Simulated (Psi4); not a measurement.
C2H6N (SMILES C[N-]C), charge -1, singlet, at a GFN2-xTB geometry (a gas-phase anion, which may not be bound at this level). Base run: MP2/3-21G (Psi4).

Psi4 was given this input:
```
memory 2 GB

molecule {
-1 1
  C    -0.00450711   -0.16012117    1.14423294
  N     0.05359214    0.63577940   -0.00002007
  C    -0.02236646   -0.15868797   -1.14422288
  H     0.82977693   -0.94369191    1.23989698
  H     0.05529176    0.46516035    2.04681331
  H    -0.95658511   -0.79311257    1.25393224
  H     0.81031525   -0.94213013   -1.25387748
  H     0.02334443    0.46772410   -2.04684276
  H    -0.97604679   -0.79155078   -1.23984221
}

set basis 3-21g

energy('mp2')
print_variables()
```

Each row names what was changed in the base input (with any setting that the change needs).

```tsv
change	ΔE vs base (mEh)	MP2 correlation (Eh)	basis functions
base	0.000	-0.30233	39
puream = off	-0.064	-0.30240	39
method = scs-mp2	[?]	-0.30245	39
method = fno-ccsd(t)	[?]	-0.30245	39
method = dlpno-mp2	0.053	-0.30228	39
method = ccsd	-32.479	-0.30245	39
method = mp4	-39.882	-0.30245	39
scf_type = pk; mp2_type = conv	-0.174	-0.30245	39
cc_type = df	0.000	-0.30233	39
method = cepa(1)	[?]	-0.30245	39
```

Question: Fill in the missing entries.

Answer: 
- method = scs-mp2, ΔE vs base (mEh): -2.823
- method = fno-ccsd(t), ΔE vs base (mEh): -41.987
- method = cepa(1), ΔE vs base (mEh): -34.020

A gas-phase anion may not be bound at this level; its values then depend on the basis.
